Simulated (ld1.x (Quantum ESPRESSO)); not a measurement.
## Building the PAW potential for gadolinium (PBE, scalar-relativistic).

Gd, PAW, made with ld1.x (Quantum ESPRESSO) 7.5 (PBE, scalar-relativistic). Core [Kr] 4d10, reference 4f8 5s2 5p6 5d0 6s2 6p0. Waves: 5s (bound): rcut 1.95, rcutus 2.55 bohr; 6s (bound): rcut 1.95, rcutus 2.55 bohr; 5p (bound): rcut 2.10, rcutus 2.30 bohr; 6p (bound, empty): rcut 2.10, rcutus 2.30 bohr; 5d (bound, empty): rcut 2.20, rcutus 2.90 bohr; 5d channel at 1.55 Ry: rcut 2.20, rcutus 2.90 bohr; 4f (bound): rcut 0.65, rcutus 0.75 bohr; 4f channel at 0.35 Ry: rcut 0.65, rcutus 0.75 bohr. Local part: all-electron potential smoothed inside 1.65 bohr (lloc = -2). Core correction: Bessel-smoothed model core, default radius (core density twice the valence density). Augmentation charge: BESSEL, radius 0.75 bohr.

Is the overlap operator S = 1 + Σ q|β⟩⟨β| positive definite (Bessel basis up to 400 Ry)?

No: its lowest eigenvalue is -0.272, in the d channel, so the generalised eigenproblem breaks down once the basis is large enough.

Test run stopped at test 1 of 7 (negative rho).

The ghost test of this file was not conclusive. Its overlap operator is not positive definite in a basis up to 400 Ry (lowest eigenvalue d -0.27), so the file is unfit for use: the generalised eigenproblem breaks down once the basis is large enough, and its test numbers describe a broken file.
